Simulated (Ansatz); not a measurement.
PbCl₃, SMILES [Cl][Pb-]([Cl])[Cl], charge -1.

Geometry: PBE0-D3(BJ)/def2-SVPD. The isomer is the one that the SMILES or the coordinates give; other isomers of the formula were not compared. The def2 effective core potentials stand for the cores of Pb; spin–orbit coupling is left out.

Two levels are set side by side: PBE/def2-SVPD (Ansatz, a first-principles code) and PBE0/def2-SVPD (Ansatz). Energy differences of separate SCF runs at the same geometry; the states with an electron removed or added have multiplicity 2. Differences are taken from unrounded values.

```json
[
 {"quantity": "vertical ionisation energy (eV)", "PBE0": "5.20"},
 {"quantity": "vertical singlet–triplet gap (eV)", "PBE0": "4.20"}
]
```

Task: What does PBE give, and how far is it from PBE0? (The exact figures need the calculation; the answer reports its results.)

Result: 
```json
[
 {"quantity": "vertical ionisation energy (eV)", "PBE": "4.87", "PBE minus PBE0": "-0.32"},
 {"quantity": "vertical singlet–triplet gap (eV)", "PBE": "3.99", "PBE minus PBE0": "-0.21"}
]
```
